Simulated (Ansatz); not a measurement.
A structure relaxed at PBE-D4/def2-SVP in Ansatz, charge 1, doublet:

```tsv
atom	x (Å)	y (Å)	z (Å)
Pb1	-1.257	-0.902	-1.809
Pb2	-1.676	1.605	0.544
Pb3	2.190	0.201	0.197
Te4	0.037	-0.277	2.343
Te5	0.399	-2.287	0.437
Te6	0.307	1.661	-1.712
```

**Question.** Give its formula and point group.

**Answer.** the cluster Te3Pb3⁺. Point group Cs (tolerance 0.1 Å).

**Question.** Summarise the bond lengths by kind (pairs closer than 1.2 times the sum of covalent radii, bridged metal pairs left out).

**Answer.** 7 × Pb–Te 3.00 to 3.12 Å; 1 × Te–Te 2.79 Å.

In the def2 sets Pb, Te take a core potential; there is no spin–orbit coupling. Another isomer (doublet) lies 0.06 eV lower at PBE0-D4/def2-TZVP; other spin states weren't run for this one.
